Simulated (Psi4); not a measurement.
C$_{3}$H$_{8}$BClO$_{2}$ (SMILES CC(C)OB(O)Cl), singlet, geometry from GFN2-xTB, atoms displaced at random by about 0.08 Å a coordinate; HF/STO-3G, gradient (Psi4 1.11).

Here is a job for Psi4.
```
memory 2 GB

molecule mol {
0 1
B     0.269954    0.438688    0.894596
Cl    0.270023    2.027385    0.079112
O     0.559613    0.503225    2.327090
H     0.940827    1.232097    2.840130
O    -0.172765   -0.770802    0.571314
C    -0.405592   -0.867101   -0.921632
C    -1.440061   -1.972768   -0.952013
C     0.623196   -1.119688   -1.825401
H    -0.945299    0.095406   -1.238982
H    -0.997850   -3.030705   -0.634478
H    -1.908867   -2.147640   -2.007040
H    -2.193119   -1.878310   -0.367386
H     1.401885   -0.371191   -1.655352
H     1.242828   -2.205612   -1.246624
H     0.474047   -1.326297   -2.856790
symmetry c1
no_reorient
no_com
}

set {
  basis sto-3g
  reference rhf
}

gradient('scf')
print_variables()
```

Task: Predict the main parts of the log of this Psi4 run.

Result: 
```
gradient() will perform analytic gradient computation.

   => Loading Basis Set <=

    Name: STO-3G
    Role: ORBITAL
    Keyword: BASIS

         ---------------------------------------------------------
                                   SCF
               by Justin Turney, Rob Parrish, Andy Simmonett
                          and Daniel G. A. Smith
                              RHF Reference
         ---------------------------------------------------------

  ==> Geometry <==

    Molecular point group: c1
    Full point group: C1

    Geometry (in Angstrom), charge = 0, multiplicity = 1:

       Center              X                  Y                   Z               Mass
    ------------   -----------------  -----------------  -----------------  -----------------
         B            0.269954000000     0.438688000000     0.894596000000    11.009305360000
         CL           0.270023000000     2.027385000000     0.079112000000    34.968852682000
         O            0.559613000000     0.503225000000     2.327090000000    15.994914619570
         H            0.940827000000     1.232097000000     2.840130000000     1.007825032230
         O           -0.172765000000    -0.770802000000     0.571314000000    15.994914619570
         C           -0.405592000000    -0.867101000000    -0.921632000000    12.000000000000
         C           -1.440061000000    -1.972768000000    -0.952013000000    12.000000000000
         C            0.623196000000    -1.119688000000    -1.825401000000    12.000000000000
         H           -0.945299000000     0.095406000000    -1.238982000000     1.007825032230
         H           -0.997850000000    -3.030705000000    -0.634478000000     1.007825032230
         H           -1.908867000000    -2.147640000000    -2.007040000000     1.007825032230
         H           -2.193119000000    -1.878310000000    -0.367386000000     1.007825032230
         H            1.401885000000    -0.371191000000    -1.655352000000     1.007825032230
         H            1.242828000000    -2.205612000000    -1.246624000000     1.007825032230
         H            0.474047000000    -1.326297000000    -2.856790000000     1.007825032230

  Running in c1 symmetry.

  Rotational constants: A =      0.10695  B =      0.04457  C =      0.03629 [cm^-1]
  Rotational constants: A =   3206.34970  B =   1336.05755  C =   1088.05695 [MHz]
  Nuclear repulsion =  365.196955907422648

  Charge       = 0
  Multiplicity = 1
  Electrons    = 64
  Nalpha       = 32
  Nbeta        = 32

  ==> Algorithm <==

  SCF Algorithm Type is DF.
  DIIS enabled.
  MOM disabled.
  Fractional occupation disabled.
  Guess Type is SAD.
  Energy threshold   = 1.00e-08
  Density threshold  = 1.00e-08
  Integral threshold = 1.00e-12

  ==> Primary Basis <==

  Basis Set: STO-3G
    Blend: STO-3G
    Number of shells: 31
    Number of basis functions: 47
    Number of Cartesian functions: 47
    Spherical Harmonics?: true
    Max angular momentum: 1

   => Loading Basis Set <=

    Name: (STO-3G AUX)
    Role: JKFIT
    Keyword: DF_BASIS_SCF

  ==> Integral Setup <==

  SCF_SUBTYPE=INCORE selected. In-core MEM_DF algorithm will be used.
  Using in-core AOs.

  ==> MemDFJK: Density-Fitted J/K Matrices <==

    J tasked:                   Yes
    K tasked:                   Yes
    wK tasked:                   No
    Algorithm:                 Core
    Schwarz Cutoff:           1E-12
    Mask sparsity (%):       3.1689
    Fitting Condition:        1E-10

   => Auxiliary Basis Set <=

  Basis Set: (STO-3G AUX)
    Blend: DEF2-UNIVERSAL-JKFIT
    Number of shells: 236
    Number of basis functions: 726
    Number of Cartesian functions: 857
    Spherical Harmonics?: true
    Max angular momentum: 4

  Minimum eigenvalue in the overlap matrix is 1.9086777788E-01.
  Reciprocal condition number of the overlap matrix is 7.5543310844E-02.
    Using symmetric orthogonalization.

  ==> Pre-Iterations <==

  SCF Guess: Superposition of Atomic Densities via on-the-fly atomic UHF (no occupation information).

   -------------------------
    Irrep   Nso     Nmo
   -------------------------
     A         47      47
   -------------------------
    Total      47      47
   -------------------------

  ==> Iterations <==

                           Total Energy        Delta E     RMS |[F,P]|

   @DF-RHF iter SAD:  -738.74443489966723   -7.38744e+02   0.00000e+00
   @DF-RHF iter   1:  -743.37939444955100   -4.63496e+00   9.82863e-03 ADIIS/DIIS
   @DF-RHF iter   2:  -743.51307567556728   -1.33681e-01   3.92067e-03 ADIIS/DIIS
   @DF-RHF iter   3:  -743.53324009670200   -2.01644e-02   5.51256e-04 ADIIS/DIIS
   @DF-RHF iter   4:  -743.53393221226179   -6.92116e-04   1.40247e-04 ADIIS/DIIS
   @DF-RHF iter   5:  -743.53398169683476   -4.94846e-05   4.29149e-05 DIIS
   @DF-RHF iter   6:  -743.53398822300937   -6.52617e-06   1.25391e-05 DIIS
   @DF-RHF iter   7:  -743.53398880987970   -5.86870e-07   2.43670e-06 DIIS
   @DF-RHF iter   8:  -743.53398883262321   -2.27435e-08   6.50788e-07 DIIS
   @DF-RHF iter   9:  -743.53398883434727   -1.72406e-09   1.73344e-07 DIIS
   @DF-RHF iter  10:  -743.53398883447244   -1.25169e-10   3.53915e-08 DIIS
   @DF-RHF iter  11:  -743.53398883447710   -4.66116e-12   8.78126e-09 DIIS
  Energy and wave function converged.

  ==> Post-Iterations <==

    Orbital Energies [Eh]
    ---------------------

    Doubly Occupied:

[...]
    Virtual:

[...]
    Final Occupation by Irrep:
              A
    DOCC [    32 ]
    NA   [    32 ]
    NB   [    32 ]

  @DF-RHF Final Energy:  -743.53398883447710

   => Energetics <=

    Nuclear Repulsion Energy =            365.1969559074226481
    One-Electron Energy =               -1752.4315319032357365
    Two-Electron Energy =                 643.7005871613358750
    Total Energy =                       -743.5339888344770998

Computation Completed

Properties will be evaluated at   0.000000,   0.000000,   0.000000 [a0]

Properties computed using the SCF density matrix

 Multipole Moments:

 ------------------------------------------------------------------------------------
     Multipole            Electronic (a.u.)      Nuclear  (a.u.)        Total (a.u.)
 ------------------------------------------------------------------------------------

 L = 1.  Multiply by 2.5417464519 to convert [e a0] to [Debye]
 Dipole X            :          0.6937975           -0.5392239            0.1545736
 Dipole Y            :         -2.4781024            2.1330756           -0.3450268
 Dipole Z            :          0.1831876           -0.6721416           -0.4889539
 Magnitude           :                                                    0.6180715

 ------------------------------------------------------------------------------------

         ------------------------------------------------------------
                                   SCF GRAD
                          Rob Parrish, Justin Turney,
                       Andy Simmonett, and Alex Sokolov
         ------------------------------------------------------------

  ==> Geometry <==

    Molecular point group: c1
    Full point group: C1

    Geometry (in Angstrom), charge = 0, multiplicity = 1:

       Center              X                  Y                   Z               Mass
    ------------   -----------------  -----------------  -----------------  -----------------
         B            0.269954000000     0.438688000000     0.894596000000    11.009305360000
         CL           0.270023000000     2.027385000000     0.079112000000    34.968852682000
         O            0.559613000000     0.503225000000     2.327090000000    15.994914619570
         H            0.940827000000     1.232097000000     2.840130000000     1.007825032230
         O           -0.172765000000    -0.770802000000     0.571314000000    15.994914619570
         C           -0.405592000000    -0.867101000000    -0.921632000000    12.000000000000
         C           -1.440061000000    -1.972768000000    -0.952013000000    12.000000000000
         C            0.623196000000    -1.119688000000    -1.825401000000    12.000000000000
         H           -0.945299000000     0.095406000000    -1.238982000000     1.007825032230
         H           -0.997850000000    -3.030705000000    -0.634478000000     1.007825032230
         H           -1.908867000000    -2.147640000000    -2.007040000000     1.007825032230
         H           -2.193119000000    -1.878310000000    -0.367386000000     1.007825032230
         H            1.401885000000    -0.371191000000    -1.655352000000     1.007825032230
         H            1.242828000000    -2.205612000000    -1.246624000000     1.007825032230
         H            0.474047000000    -1.326297000000    -2.856790000000     1.007825032230

  Nuclear repulsion =  365.196955907422648

  ==> Basis Set <==

  Basis Set: STO-3G
    Blend: STO-3G
    Number of shells: 31
    Number of basis functions: 47
    Number of Cartesian functions: 47
    Spherical Harmonics?: true
    Max angular momentum: 1

  ==> DFJKGrad: Density-Fitted SCF Gradients <==

    Gradient:                    1
    J tasked:                  Yes
    K tasked:                  Yes
    wK tasked:                  No
    Integrals threads:           1
    Schwarz Cutoff:          1E-12
    Fitting Condition:       1E-10

   => Auxiliary Basis Set <=

  Basis Set: (STO-3G AUX)
    Blend: DEF2-UNIVERSAL-JKFIT
    Number of shells: 236
    Number of basis functions: 726
    Number of Cartesian functions: 857
    Spherical Harmonics?: true
    Max angular momentum: 4

  -Total Gradient:
     Atom            X                  Y                   Z
    ------   -----------------  -----------------  -----------------
       1       -0.027177393162    -0.037062517263    -0.163198000084
       2       -0.002166348367    -0.005112718213     0.019955389855
       3        0.024243049826     0.053923614932     0.073879096116
       4       -0.003550629904    -0.026670179643     0.022229080884
       5       -0.023716099949    -0.006914696400     0.091737377500
       6        0.180593370410    -0.052298343048    -0.087647339625
       7       -0.085263742147     0.136111976096     0.140713176688
       8       -0.229014347946     0.125402313246    -0.057363777572
       9       -0.017356864980     0.031186306288    -0.015747631022
      10        0.015778666522    -0.068598702192     0.022705000730
      11       -0.031605865091    -0.013726464622    -0.050349784854
      12        0.122671933049    -0.035416021680    -0.103777287351
      13        0.001172715267    -0.002253478524     0.020738636215
      14        0.056541246671    -0.098251553260     0.070124869812
      15        0.018850309801    -0.000319535718     0.016001192708

  Variable Map:
  ----------------------------------------------------------------------------
[...]
  Array Variable Map:
  ----------------------------------------------------------------------------
[...]
[...]
```
